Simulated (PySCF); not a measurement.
**How methods differ on the ionisation energy of O²⁺**

O²⁺ [He] 2s2 2p2 (3P) → O³⁺ [He] 2s2 2p1 (2P), as a difference of total energies. All numbers are calculated (PySCF 2.14, no relativity, point nucleus, in dyall-av3z). Correlated levels: valence: 1s2 frozen; virtual orbitals above 40 to 60 times the deepest correlated orbital energy dropped. The calculations carry no spin-orbit coupling.

```json
{"method": "UHF", "ionisation energy (eV)": "54.613", "difference from reference (eV)": "-0.323"}
{"method": "LDA", "ionisation energy (eV)": "55.425", "difference from reference (eV)": "+0.489"}
{"method": "PBE", "ionisation energy (eV)": "55.275", "difference from reference (eV)": "+0.339"}
{"method": "PBE0", "ionisation energy (eV)": "55.309", "difference from reference (eV)": "+0.373"}
{"method": "r2SCAN", "ionisation energy (eV)": "55.605", "difference from reference (eV)": "+0.669"}
{"method": "M06-L", "ionisation energy (eV)": "55.355", "difference from reference (eV)": "+0.419"}
{"method": "MN15", "ionisation energy (eV)": "55.075", "difference from reference (eV)": "+0.139"}
{"method": "r2SCAN0", "ionisation energy (eV)": "55.548", "difference from reference (eV)": "+0.612"}
{"method": "wB97M-V", "ionisation energy (eV)": "54.948", "difference from reference (eV)": "+0.012"}
{"method": "ROHF", "ionisation energy (eV)": "54.573", "difference from reference (eV)": "-0.363"}
{"method": "MP2 (valence)", "ionisation energy (eV)": "55.001", "difference from reference (eV)": "+0.065"}
{"method": "SCS-MP2 (valence)", "ionisation energy (eV)": "54.851", "difference from reference (eV)": "-0.085"}
```

Reference: 54.936 eV (semi-empirical (NIST evaluation); NIST Atomic Spectra Database, ionization energies).

Errors of the correlated levels include the incompleteness of this basis and the frozen core.
